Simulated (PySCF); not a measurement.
# GaAs⁻: frontier orbitals

B2PLYP at R = 2.227 Å; basis Ga def2-TZVPPD, As def2-TZVPPD; no relativity; PySCF 2.14. State: ²Σ⁺ (doublet), unpaired electrons σ ↑. Only the outer orbitals are listed, counted within each symmetry.

```
spin  orbital  occ.  ε (eV)  on Ga (%)            main shells (%)
   α      13σ     1  -11.79         20           79 As s, 14 Ga s
   α      14σ     1   -5.55         68  67 Ga s, 20 As p, 13 As s
   α      15σ     1   -1.66         56  42 Ga p, 38 As p, 13 Ga s
   α       7π     1   -0.94         34           67 As p, 29 Ga p
   α       7π     1   -0.94         34           67 As p, 29 Ga p
   α       8π     0    4.47         81  51 Ga p, 30 Ga d, 10 As p
   α       8π     0    4.47         81  51 Ga p, 30 Ga d, 10 As p
   β      13σ     1  -10.84         21           78 As s, 16 Ga s
   β      14σ     1   -4.34         72  72 Ga s, 14 As s, 13 As p
   β       7π     1   -0.75         37           64 As p, 32 Ga p
   β       7π     1   -0.75         37           64 As p, 32 Ga p
   β      15σ     0    2.66         65  41 Ga p, 26 As p, 20 Ga s
```

Problem. Which are the highest filled and the lowest empty level, where do they sit, and how wide is the gap?

Solution. Highest filled β 7π at -0.75 eV (in %: 64 As p, 32 Ga p); lowest empty β 15σ at 2.66 eV (in %: 41 Ga p, 26 As p, 20 Ga s); the gap at B2PLYP is 3.41 eV. An empty level above zero is unbound, and its energy depends on the basis.

| Item | Value |
| --- | --- |
| bond order (Mayer) | 2.56 |
| ⟨S²⟩ | 0.765 |
| charge on Ga (Mulliken, basis-dependent) | -0.78 |
| charge on Ga (Löwdin, basis-dependent) | -0.78 |
| dipole moment (positive dipole points towards As; it is taken about the centre of mass and depends on that origin) | -1.95 D |

Correlated steps freeze 18 core orbitals. Spin–orbit coupling is left out. B2PLYP dipoles, levels and charges come from its SCF part alone. The state was picked by a PBE0 search and need not be the measured ground state.
